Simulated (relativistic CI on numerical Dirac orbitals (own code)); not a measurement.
**Slater and spin-orbit integrals, Nd38+**

Method of calculation: Dirac-Coulomb-Breit CI, KLI orbitals optimised for each configuration, model QED (radiative potential, 1s self-energy scaled to tabulated hydrogen-like ionisation energies), unscaled Slater integrals (own radial code, finite nucleus).

Slater integrals F^k, G^k are unscaled and averaged over j, outside the closed core [Ne]; ζ comes from projecting the Hamiltonian with its Breit term on Σ l·s of the shell.

- 3s²3p⁶3d⁴: F^2(3d,3d) = 463850, F^4(3d,3d) = 299460, ζ(3d) = 84998 cm⁻¹; <r>(3d) = 0.2201, <r^2>(3d) = 0.05617 (bohr units).
- 3s²3p⁵3d⁵: ζ(3p) = 638430, F^2(3d,3d) = 462990, F^4(3d,3d) = 298880, F^2(3p,3d) = 402420, G^1(3p,3d) = 430890, G^3(3p,3d) = 287170, ζ(3d) = 84108 cm⁻¹; <r>(3p) = 0.2465, <r^2>(3p) = 0.07026, <r>(3d) = 0.2204, <r^2>(3d) = 0.05637 (bohr units).
- 3s3p⁶3d⁵: F^2(3d,3d) = 462680, F^4(3d,3d) = 298670, G^2(3s,3d) = 326230, ζ(3d) = 84576 cm⁻¹; <r>(3s) = 0.2518, <r^2>(3s) = 0.0723, <r>(3d) = 0.2206, <r^2>(3d) = 0.05644 (bohr units).

(1) Give the Racah parameters of the d shell in 3s²3p⁶3d⁴.

Averages of the first 10 configurations, taken without configuration mixing, which lowers the lowest level and can move excited configurations by several eV; other configurations of the list can lie among them:

| Configuration | Parity | States | Average energy above the lowest level (eV) |
| --- | --- | --- | --- |
| 3s²3p⁶3d⁴ | even | 210 | 70.9 |
| 3s²3p⁵3d⁵ | odd | 1512 | 364.7 |
| 3s3p⁶3d⁵ | even | 504 | 608.4 |
| 3s²3p⁶3d³4s | even | 240 | 1168.8 |
| 3s²3p⁶3d³4p | odd | 720 | 1259.5 |
| 3s²3p⁶3d³4d | even | 1200 | 1373.3 |
| 3s²3p⁵3d⁴4s | odd | 2520 | 1454.6 |
| 3s²3p⁶3d³4f | odd | 1680 | 1469.9 |
| 3s3p⁶3d⁴4s | even | 840 | 1699.9 |
| 3p⁶3d⁵4p | odd | 1512 | 2327.7 |

## Answers

(1) B = F²/49 − 5F⁴/441 = 6071 cm⁻¹ and C = 35F⁴/441 = 23767 cm⁻¹.
